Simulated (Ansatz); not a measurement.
The same path of CH4AlNS (8 atoms, charge 0, multiplicity 1) was run twice with different band settings.

All numbers below come from UKS PBE0/def2-SVP (Ansatz).

Relaxed end points:

```xyz
8
Properties=species:S:1:pos:R:3
C -0.476 1.955 0.085
N -0.136 0.771 -0.112
Al 0.346 -0.889 -0.398
S 0.123 -2.294 1.267
H 0.226 2.729 0.466
H -1.507 2.325 -0.105
H 0.913 -1.322 -1.806
H 0.603 -3.332 0.547
```

```xyz
8
Properties=species:S:1:pos:R:3
C -0.449 1.699 0.183
N -0.057 0.579 -0.204
Al 0.493 -0.988 -0.769
S 0.434 -2.691 0.606
H -1.504 2.037 0.082
H 0.227 2.443 0.658
H 1.022 -1.167 -2.242
H -0.075 -1.968 1.629
```

Common settings: movable images 5; climbing image yes; optimiser quadratic models (default); start path through a guess of the saddle point; force threshold 0.05 eV/Å; iteration limit 60; end points relaxed.

| run | spring |
| --- | --- |
| 1 | 5.0 eV/Å² |
| 2 | 50.0 eV/Å² |

(1) What does each run give, and how far can it be trusted?

## Answers

(1) Run 1: converged after 41 iterations, highest image 0.239 eV above the first end. A vibrational analysis at the climbing image gives one clearly imaginary mode, 99i cm⁻¹: a first-order saddle point.
Run 2: not converged after 60 iterations, highest image 0.239 eV above the first end. The band didn't meet its force threshold, so its energies are provisional: the largest band force was still 0.14 eV/Å, and over the last iterations the top stayed at 0.24 eV.
